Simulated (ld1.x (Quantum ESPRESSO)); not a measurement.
**Hg (Z = 80): excitation energies, all-electron against TM**

| Property | Result |
| --- | --- |
| Element | mercury |
| Generator | ld1.x (Quantum ESPRESSO) 7.5 |
| Type | norm-conserving Troullier–Martins (Kleinman–Bylander form) |
| Functional | PBEsol |
| Relativity | scalar-relativistic |
| Frozen core | [Xe] 4f14 |
| Valence charge | 12 |
| Reference configuration | 5d10 6s2 6p0 |
| Partial waves | 6p (bound, empty): rc 2.45 bohr; 5d (bound): rc 1.75 bohr; 6s (bound): rc 2.05 bohr |
| Local potential | the s channel |
| Core correction | a·sin(br)/r model core inside 1.80 bohr |

Energies are relative to the spin-unpolarised reference configuration 5d10 6s2 6p0; without spin polarisation the order of configurations can differ from experiment.

```tsv
valence configuration	charge	ΔE all-electron (eV)	error AE − PS (meV)
5d10 6s1 6p0	+1	10.740	-12
5d10 6s0 6p0	+2	29.744	-57
5d9 6s0 6p0	+3	65.298	-160
5d10 6s1 6p1	0	6.128	-4.7
5d10 6s0 6p1	+1	18.248	-20
5d10 6s0 6p2	0	12.711	-15
```

(1) What are ΔE and the potential's error for 5d10 6s1.5 6p0?

## Answers

(1) ΔE = 4.382 eV all-electron; the error (AE − PS) is -3.2 meV.
